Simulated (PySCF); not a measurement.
**Two-dimensional NMR puzzle**

Compound of formula C₆H₁₂O₂. Correlations simulated from computed shifts and the bond graph:

HSQC (one-bond C–H):
```tsv
δH	δC
2.06	25.0
1.52	28.8
```

HMBC (two and three bonds, from the bond graph):
```tsv
δH	δC
2.06	176.1
1.52	80.6, 28.8
```

Carbons without hydrogens: δ 176.1, 80.6.

All values are calculated (PySCF 2.14): GFN2-xTB structure, GIAO PBE0/pcSseg-1 shieldings. Non-relativistic, gas phase, one computed conformer, fast rotation and ring inversion assumed for equivalent nuclei.

δ = σ(ref) − σ, references computed at the same level: TMS for 1H (σref 31.72) and 13C (σref 186.93).

Exchangeable hydrogens are left out of these lists.

Which molecule is this?

## Answers

SMILES CC(=O)OC(C)(C)C.

Mapped SMILES: `[CH3:1][C:2](=[O:3])[O:4][C:5]([CH3:6])([CH3:7])[CH3:8]`. Each H is labelled by its parent atom.

- δC 176.1 is C2, an ester carbonyl carbon.
- δC 80.6 is C5, a fully substituted sp3 carbon bonded to O.
- δC 28.8 is C6/C7/C8, a methyl carbon (δH 1.52).
- δC 25.0 is C1, a methyl carbon α to a carbonyl (δH 2.06).
- HMBC from δH 2.06 reaches the proton-free carbon C2.
- HMBC from δH 1.52 reaches the proton-free carbon C5.

The shifts were computed for this structure.

Shifts are as computed. Against solution values, carbons near 30 ppm lie about +3 ppm off and those near 130 ppm about +5 ppm. Of 246 compounds with measured shifts, 49 miss one by over three times the rms of a fit or turn the order of signals round; such compounds aren't used in these exercises.
